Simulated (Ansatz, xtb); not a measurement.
## Relative energy of two isomers of Ge2H4O

Structure X is `[GeH][O][GeH3]`, a singlet and structure Y is `[OH][Ge][GeH3]`, a singlet. Both are isolated molecules in the gas phase, relaxed with B3LYP/6-31G*; the shapes shown needn't be the lowest conformers.

X (Å):

```xyz
7

Ge   -2.5649    0.6802    1.2887
Ge    0.0688    0.4119   -0.6608
O    -1.6990    0.4469   -0.2731
H    -1.2393    0.8465    2.2363
H     0.3378    1.5449   -1.6797
H     0.8792    0.6229    0.6415
H     0.3721   -0.9673   -1.2935
```

Y (Å):

```json
{"atom": "Ge", "x (Å)": "-1.7170", "y (Å)": "-0.6236", "z (Å)": "0.3919"}
{"atom": "Ge", "x (Å)": "0.3400", "y (Å)": "0.4404", "z (Å)": "-0.6804"}
{"atom": "O", "x (Å)": "-2.0781", "y (Å)": "0.8678", "z (Å)": "1.3655"}
{"atom": "H", "x (Å)": "-2.8737", "y (Å)": "0.7213", "z (Å)": "1.9043"}
{"atom": "H", "x (Å)": "-0.0254", "y (Å)": "1.7233", "z (Å)": "-1.4776"}
{"atom": "H", "x (Å)": "1.0684", "y (Å)": "-0.5086", "z (Å)": "-1.6739"}
{"atom": "H", "x (Å)": "1.3906", "y (Å)": "0.8607", "z (Å)": "0.3848"}
```

**Question.** Which of the two would you expect CCSD(T)/def2-TZVP electronic energies to favour?

**Answer.** Too close to call at this level: CCSD(T)/def2-TZVP gives E(Y) − E(X) = +0.086 eV.

How the difference moves with the method:

```tsv
level	geometry	E(Y) − E(X) (eV)	departure from the last row (eV)	job, with rough time for the two
GFN2-xTB	GFN2-xTB	+0.272	+0.186	optimisation, 0.22 s
HF/STO-3G	GFN2-xTB	−0.132	−0.218	single point, 1.2 s
r2SCAN-D4/def2-SVP	GFN2-xTB	0.000	−0.086	single point, 4.6 s
B3LYP/6-31G*	B3LYP/6-31G*	−0.030	−0.116	optimisation, 98 s
HF/def2-TZVP	B3LYP/6-31G*	+0.247	+0.162	part of the CCSD(T) run
MP2/def2-TZVP	B3LYP/6-31G*	+0.117	+0.031	part of the CCSD(T) run
CCSD(T)/def2-TZVP	B3LYP/6-31G*	+0.086		single point, 3 min
```

As drawn, Y has 1 Ge–Ge, 1 O–H in place of 1 Ge–O, 1 Ge–H.

HF/STO-3G, B3LYP/6-31G* put the two in the other order. r2SCAN-D4/def2-SVP finds them nearly level. The largest departure from CCSD(T)/def2-TZVP is that of HF/STO-3G, 0.218 eV.

With harmonic frequencies from B3LYP/6-31G* (ideal gas, rigid rotor, one conformer each, 298.15 K, 1 atm): on the last row, ΔE + ΔZPE = +0.165 eV. A mode under 50 cm⁻¹ makes harmonic enthalpies and free energies unreliable, so none is given.

The correlated steps freeze 19 core orbitals; the filled d shell of Ge is correlated, in a basis made for valence electrons. Run with Ansatz 0.2.0, xtb 6.7.1; the last row on 1 thread of Intel(R) Xeon(R) Processor @ 2.70GHz on a shared host.
